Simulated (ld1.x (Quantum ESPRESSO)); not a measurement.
Reading a pseudo-wave (cobalt)

Columns: radius, all-electron u(r) and pseudo u(r) of the 3s shell (level -106.42 eV) of cobalt in the configuration [Ne] 3s2 3p6 3d7 4s1.5 4p0; Wu–Cohen, scalar-relativistic, TM semilocal scheme, ld1.x (Quantum ESPRESSO) 7.5.

```
r (bohr)  all-electron  pseudo
   0.045        0.3044  0.0717
   0.090       -0.1961  0.1448
   0.135       -0.5751  0.2207
   0.180       -0.6754  0.3009
   0.225       -0.5518  0.3867
   0.270       -0.2966  0.4791
   0.315        0.0123  0.5786
   0.360        0.3214  0.6845
   0.405        0.5989  0.7948
   0.450        0.8294  0.9056
   0.495        1.0078  1.0113
   0.540        1.1353  1.1049
   0.585        1.2170  1.1793
   0.630        1.2593  1.2289
   0.675        1.2695  1.2507
   0.720        1.2542  1.2454
   0.765        1.2197  1.2167
   0.810        1.1711  1.1706
   0.855        1.1129  1.1129
   0.900        1.0486  1.0486
   0.945        0.9810  0.9810
   0.990        0.9123  0.9123
   1.035        0.8440  0.8440
   1.080        0.7774  0.7774
   1.125        0.7133  0.7133
   1.170        0.6524  0.6524
```

Task: How many radial nodes do the two functions have?

Result: The all-electron 3s function has n − l − 1 = 2; the pseudo-wave has 0, since the states of the same l below it are removed with the core.

Task: At about which radius was the pseudo-wave matched?

Result: 0.90 bohr. The columns agree to 0.0005 from 0.81 bohr on; several derivatives are matched, so the curves merge somewhat inside the radius.

Task: Is the pseudo-wave norm-conserving?

Result: Yes: the TM semilocal scheme keeps the norm inside the radius equal to the all-electron one, which fixes the energy derivative of the logarithmic derivative at the level.
